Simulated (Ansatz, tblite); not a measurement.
Spin states of the cluster Pd3⁻ (the lowest doublet isomer of a short search), each relaxed with PBE0-D4/def2-TZVPD in Ansatz. Electronic energies in the gas phase.

In the def2 sets Pd takes a core potential; there is no spin–orbit coupling. The xTB rows come from tblite. HSE06 is defined as in plane-wave codes, on full-range PBE exchange. Correlated methods freeze no core orbitals; core or outer-core shells of Pd are correlated, in sets that lack core-valence functions. In CCSD on the charge -1 doublet the largest single amplitude is 0.36, so its Hartree–Fock determinant may place the open shell otherwise than the density functionals do. HOMO above LUMO, or a gap near zero within one spin, warns that the state may not be the lowest or that an electron is smeared out. The structure comes from a short search, and lower isomers may exist.

Doublet geometry (D3h within 0.1 Å):

```xyz
3

Pd    0.342   -1.436    0.032
Pd    1.064    1.009   -0.170
Pd   -1.407    0.427    0.139
```

Quartet geometry (Cs within 0.1 Å):

Cartesian coordinates in Å:
```
Pd 0.5822 1.0689 -0.7136
Pd -0.1766 0.1433 1.5077
Pd -0.4055 -1.2122 -0.7941
```

⟨S²⟩: doublet 0.80 at PBE0-D4/def2-TZVPD (pure 0.75), quartet 3.78 at PBE0-D4/def2-TZVPD (pure 3.75).

Run but left out: HF/STO-3G, HF/def2-TZVPD, MP2/def2-TZVPD (doublet: ⟨S²⟩ 1.22 to 5.04, where a pure state has 0.75); B97M-V/def2-TZVPD (quartet: an occupied level 0.05 eV above an empty one).

Only these spin states were relaxed. Higher spins weren't run and may lie lower.

```tsv
level	quartet − doublet (kJ/mol)	lowest of these	remarks
GFN1-xTB	280.3	doublet	–
GFN2-xTB	185.9	doublet	–
PBE-D4/def2-TZVPD	89.1	doublet	HOMO above zero (doublet), HOMO above zero (quartet), gap within one spin near zero (quartet)
BLYP-D4/def2-TZVPD	88.1	doublet	HOMO above zero (doublet), HOMO above zero (quartet), gap within one spin near zero (quartet)
r2SCAN-D4/def2-TZVPD	80.4	doublet	HOMO above zero (doublet), HOMO above zero (quartet)
PBE0-D4/def2-TZVPD	104.9	doublet	HOMO above zero (quartet)
HSE06-D4/def2-TZVPD	105.2	doublet	HOMO above zero (doublet), HOMO above zero (quartet)
ωB97X-V/def2-TZVPD	104.6	doublet	–
ωB97M-V/def2-TZVPD	110.3	doublet	–
RPA@PBE/def2-TZVPD	29.4	doublet	–
CCSD/def2-TZVPD	59.8	doublet	large T1 (0.056) (quartet), large T1 (0.069) (doublet), spin-contaminated (⟨S²⟩ 1.22) (doublet), spin-contaminated (⟨S²⟩ 3.99) (quartet)
CCSD(T)/def2-TZVPD	85.9	doublet	large T1 (0.056) (quartet), large T1 (0.069) (doublet), spin-contaminated (⟨S²⟩ 1.22) (doublet), spin-contaminated (⟨S²⟩ 3.99) (quartet)
```

Change of the quartet − doublet gap on mixing in exact exchange, in kJ/mol: PBE to PBE0 (25 % exact exchange) 15.7.

The xTB methods have no term that favours high spin, so they put low spin too low.
